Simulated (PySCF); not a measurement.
`CC1(C)C(C=C)=CC1`, C8H12

Molfile (atoms numbered from 1):
```
C8H12
     RDKit          3D

 20 20  0  0  0  0  0  0  0  0999 V2000
    1.9317    1.7913   -0.1811 C   0  0  0  0  0  0  0  0  0  0  0  0
    1.8925    0.6181    0.4447 C   0  0  0  0  0  0  0  0  0  0  0  0
    0.7859   -0.2970    0.4271 C   0  0  0  0  0  0  0  0  0  0  0  0
    0.5794   -1.4979    0.9891 C   0  0  0  0  0  0  0  0  0  0  0  0
   -0.8025   -1.6638    0.4312 C   0  0  0  0  0  0  0  0  0  0  0  0
   -0.5880   -0.2688   -0.2336 C   0  0  0  0  0  0  0  0  0  0  0  0
   -1.5284    0.8111    0.2832 C   0  0  0  0  0  0  0  0  0  0  0  0
   -0.5707   -0.3083   -1.7553 C   0  0  0  0  0  0  0  0  0  0  0  0
    1.1052    2.1526   -0.7683 H   0  0  0  0  0  0  0  0  0  0  0  0
    2.7951    2.4327   -0.1277 H   0  0  0  0  0  0  0  0  0  0  0  0
    2.7458    0.2885    1.0266 H   0  0  0  0  0  0  0  0  0  0  0  0
    1.1695   -2.1400    1.6188 H   0  0  0  0  0  0  0  0  0  0  0  0
   -0.9258   -2.4913   -0.2671 H   0  0  0  0  0  0  0  0  0  0  0  0
   -1.6017   -1.7022    1.1711 H   0  0  0  0  0  0  0  0  0  0  0  0
   -2.5473    0.6073   -0.0416 H   0  0  0  0  0  0  0  0  0  0  0  0
   -1.2352    1.7880   -0.0940 H   0  0  0  0  0  0  0  0  0  0  0  0
   -1.5085    0.8450    1.3704 H   0  0  0  0  0  0  0  0  0  0  0  0
   -0.2660    0.6537   -2.1609 H   0  0  0  0  0  0  0  0  0  0  0  0
    0.1272   -1.0642   -2.1088 H   0  0  0  0  0  0  0  0  0  0  0  0
   -1.5634   -0.5443   -2.1352 H   0  0  0  0  0  0  0  0  0  0  0  0
  1  2  2  0
  2  3  1  0
  3  4  2  0
  4  5  1  0
  5  6  1  0
  6  7  1  0
  6  8  1  0
  6  3  1  0
  1  9  1  0
  1 10  1  0
  2 11  1  0
  4 12  1  0
  5 13  1  0
  5 14  1  0
  7 15  1  0
  7 16  1  0
  7 17  1  0
  8 18  1  0
  8 19  1  0
  8 20  1  0
M  END
```

Method: GIAO KT3/pcSseg-1 magnetisability, rotational g tensor and spin-rotation constants, non-relativistic, gas phase (PySCF). Geometry: GFN2-xTB.

**Question.** Give the nuclear spin-rotation constants along the inertial axes (H = +C I·J) beside the isotropic shieldings.

**Answer.** Rotational constants 2.8270, 1.8445, 1.4784 GHz. A star marks the isotopologue with that one atom substituted, in its own axes.
| atom | isotope | Caa (kHz) | Cbb (kHz) | Ccc (kHz) | mean (kHz) | σ (ppm) |
| --- | --- | --- | --- | --- | --- | --- |
| H9 | 1H | -0.173 | 0.099 | -0.173 | -0.082 | 26.6 |
| H10 | 1H | 0.271 | -0.195 | -0.170 | -0.031 | 26.6 |
| H11 | 1H | -0.113 | 0.094 | -0.169 | -0.063 | 25.5 |
| H12 | 1H | -0.265 | 0.184 | -0.172 | -0.084 | 25.7 |
| H13 | 1H | -0.133 | -0.204 | -0.023 | -0.120 | 29.5 |
| H14 | 1H | -0.133 | -0.204 | -0.023 | -0.120 | 29.5 |
| H15 | 1H | -0.002 | -0.142 | -0.166 | -0.103 | 30.5 |
| H16 | 1H | -0.101 | -0.072 | -0.162 | -0.112 | 30.2 |
| H17 | 1H | -0.332 | -0.119 | -0.014 | -0.155 | 30.6 |
| H18 | 1H | -0.102 | -0.072 | -0.162 | -0.112 | 30.2 |
| H19 | 1H | -0.332 | -0.119 | -0.014 | -0.155 | 30.6 |
| H20 | 1H | -0.002 | -0.143 | -0.166 | -0.103 | 30.5 |
| C1 | 13C* | 1.142 | 0.588 | 0.192 | 0.641 | 74.8 |
| C2 | 13C* | 1.179 | 0.674 | 0.222 | 0.692 | 58.1 |
| C3 | 13C* | 1.273 | 0.791 | 0.253 | 0.772 | 33.6 |
| C4 | 13C* | 1.088 | 0.719 | 0.228 | 0.678 | 58.7 |
| C5 | 13C* | 0.642 | 0.314 | 0.241 | 0.399 | 139.6 |
| C6 | 13C* | 0.486 | 0.391 | 0.284 | 0.387 | 136.7 |
| C7 | 13C* | 0.510 | 0.295 | 0.204 | 0.336 | 157.6 |

For the geometry as given, no vibrational averaging.

**Question.** How do the rotational constants and the g tensor change when H9, H10, H11, H12, H13, H14, H15, H16, H17, H18, H19, H20 are replaced by deuterium?

**Answer.** Constants 2.2437, 1.5197, 1.2270 GHz; g -0.0215, -0.0148, -0.0017, against -0.0270, -0.0179, -0.0021 before.
